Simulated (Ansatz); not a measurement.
`C[SiH2][GeH3]` → GeH₄ + `C[SiH]` at 500 K and 1 bar (silylene formation by 1,1-elimination).

Computed with Ansatz on PBE0-D4/def2-TZVP structures; ΔE is electronic, products minus reactants. CCSD(T)/CBS adds triple-zeta CCSD(T) − MP2 to the extrapolated MP2 energy (def2 sets, frozen cores). This one scheme is used for every species. For Ge outer-core shells are correlated without core-valence functions, which leaves a few kJ/mol of doubt a bond. Scalar relativity is left out up to krypton.

| species | CCSD(T)/CBS energy (Eh) | H − E (kJ/mol) | S (J/(mol·K)) |
| --- | --- | --- | --- |
| `C[SiH2][GeH3]` | -2408.05773 | 247.9 | 406.5 |
| GeH₄ | -2078.49493 | 99.4 | 244.6 |
| `C[SiH]` | -329.46712 | 135.7 | 295.1 |

H − E and S are ideal-gas, rigid-rotor, harmonic terms from PBE0-D4/def2-TZVP. 1 Eh = 2625.50 kJ/mol, R = 8.31446 J/(mol·K).

Task: By hand: ΔE, ΔH, ΔS and ΔG.

Result: ΔE = (-2078.49493) + (-329.46712) − (-2408.05773) = 0.09568 Eh = 251.2 kJ/mol. Δ(H − E) = 99.4 + 135.7 − 247.9 = -12.8, so ΔH = 238.4 kJ/mol. ΔS = 244.6 + 295.1 − 406.5 = 133.2 J/(mol·K). ΔG = 238.4 − 500 × (133.2)/1000 = 171.8 kJ/mol.

Task: By hand: the equilibrium constant, and the temperature at which ΔG would vanish if ΔH and ΔS stayed fixed.

Result: log₁₀ K = −ΔG/(RT ln 10) = -17.9. ΔG = 0 at ΔH/ΔS = 1790 K.

The number of gas molecules changes by +1, which sets the sign of ΔS. A doubt of 5 kJ/mol in ΔE shifts log₁₀ K by 0.5 here. These are equilibria of isolated gas molecules and say nothing of rates. Largest T1 diagnostic: 0.012 (customary marks: 0.02 for closed shells, 0.045 for open ones).
